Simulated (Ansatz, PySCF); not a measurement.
Reaction (SMILES): FC(F)(F)C(Cl)Cl + 6 [H][H] (H2) → 2 C (CH4) + 2 Cl (HCl) + 3 F (HF)
Each molecule is optimised on its own at B3LYP-D3(BJ)/def2-TZVP (Ansatz, an electronic-structure program), one conformer each, not searched for the lowest.
Geometry of the first species:
```xyz
8

F     -1.4915     1.0410    -0.9202
C     -0.9883    -0.0126    -0.2593
F     -1.4896    -1.1223    -0.8226
F     -1.4050     0.0442     1.0056
C      0.5437    -0.0165    -0.3771
Cl     1.2172    -1.4535     0.4159
Cl     1.2146     1.4872     0.2831
H      0.8028    -0.0639    -1.4299
```

Quantity: energy of full hydrogenation (enthalpy at 298 K, with B3LYP-D3(BJ) rigid-rotor harmonic-oscillator terms from PySCF), in kcal/mol. Valence correlation only, unless marked. Spin-orbit coupling is left out. Non-relativistic. CBS(X,Y): correlation extrapolated as X^-3; Hartree-Fock from the larger set. The bracket is a focal-point correction in the basis named.

| level | program | energy of full hydrogenation (kcal/mol) | minus last row |
|---|---|---|---|
| HF/def2-TZVPD | PySCF | -106.0 | -9.3 |
| PBE-D3(BJ)/def2-TZVPD | Ansatz + dftd3 | -87.1 | 9.6 |
| B3LYP/def2-TZVPD | Ansatz | -97.2 | -0.5 |
| PBE0-D4/def2-TZVP | Ansatz + dftd4 | -87.1 | 9.6 |
| PBE0/def2-TZVP | Ansatz | -90.5 | 6.2 |
| r2SCANh/def2-TZVPD | Ansatz | -87.1 | 9.6 |
| PBE-QIDH/def2-TZVPD | Ansatz | -94.7 | 2.0 |
| MP2/6-31G* | Ansatz | -46.8 | 49.9 |
| RI-MP2/CBS(aug-cc-pV(T+d)Z,aug-cc-pV(Q+d)Z) | Ansatz | -96.8 | -0.1 |
| SCS-MP2/cc-pV(D+d)Z | Ansatz | -87.4 | 9.3 |
| CCSD/STO-3G | Ansatz | 7.2 | 103.9 |
| CCSD/cc-pV(T+d)Z | Ansatz | -98.6 | -1.9 |
| CCSD(T)/STO-3G | Ansatz | 10.5 | 107.2 |
| RI-MP2/CBS(aug-cc-pV(T+d)Z,aug-cc-pV(Q+d)Z)+[CCSD(T)-MP2]/aug-cc-pV(D+d)Z | Ansatz | -94.3 | 2.4 |
| RI-MP2/CBS(cc-pV(T+d)Z,cc-pV(Q+d)Z)+[CCSD(T)-MP2]/cc-pV(T+d)Z | Ansatz | -96.7 | 0.0 |
